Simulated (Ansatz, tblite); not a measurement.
Spin states of Cs₂F₃, each relaxed with r2SCAN-D4/def2-SVP in Ansatz. Electronic energies in the gas phase.

In the def2 sets Cs takes a core potential; there is no spin–orbit coupling. The xTB rows come from tblite. LC-ωPBE has ω = 0.4 bohr⁻¹. HSE06 is defined as in plane-wave codes, on full-range PBE exchange. Correlated methods freeze 3 core orbitals; core or outer-core shells of Cs are correlated, in sets that lack core-valence functions. The rows differ in basis, and correlated rows in double-zeta sets carry the largest basis error. In CCSD on the charge 0 doublet the largest single amplitude is 0.17, so its Hartree–Fock determinant may place the open shell otherwise than the density functionals do. In the doublet, F3 and F4 lie 1.98 Å apart (atoms count from 1), so these atoms are partly bonded to each other. In the quartet, F3 and F4 lie 1.95 Å apart, F3 and F5 lie 1.95 Å apart (atoms count from 1), so these atoms are partly bonded to each other. The structure comes from a short search, and lower isomers may exist.

Doublet geometry (C2v within 0.1 Å):

```xyz
5

Cs   -1.3997    0.5126    1.4514
Cs    0.9876   -1.0610   -1.4930
F     0.2494    1.5155   -0.6076
F     1.3367    0.5935    0.7671
F    -1.1741   -1.5606   -0.1179
```

Quartet geometry (Cs within 0.1 Å):

```xyz
5

Cs    2.142   -0.916   -0.638
Cs   -2.389   -0.120   -0.332
F     0.219    0.917    0.860
F     0.120    1.097   -1.075
F    -0.092   -0.977    1.184
```

⟨S²⟩: doublet 0.76 at PBE0-D4/def2-TZVP (pure 0.75), quartet 3.76 at PBE0-D4/def2-TZVP (pure 3.75).

Only these spin states were relaxed.

```csv
level,quartet − doublet (kcal/mol),lowest of these
GFN1-xTB,74.1,doublet
GFN2-xTB,122.7,doublet
HF/def2-SVP,98.0,doublet
HF/def2-TZVP,103.0,doublet
PBE-D4/def2-TZVP,115.6,doublet
r2SCAN-D4/def2-TZVP,120.4,doublet
PBE0-D4/def2-TZVP,122.0,doublet
r2SCAN0-D4/def2-TZVP,124.1,doublet
HSE06-D4/def2-TZVP,121.1,doublet
BHLYP-D4/def2-TZVP,125.2,doublet
LC-ωPBE/def2-TZVP,133.9,doublet
ωB97X-V/def2-TZVP,130.8,doublet
RPA@PBE/def2-TZVP,113.2,doublet
MP2/def2-SVP,128.3,doublet
MP2/def2-TZVP,139.7,doublet
CCSD/def2-SVP,118.1,doublet
CCSD(T)/def2-SVP,117.1,doublet
```

Change of the quartet − doublet gap on mixing in exact exchange, in kcal/mol: PBE to PBE0 (25 % exact exchange) 6.4; r2SCAN to r2SCAN0 (25 % exact exchange) 3.6.

The xTB methods have no spin-polarisation term.
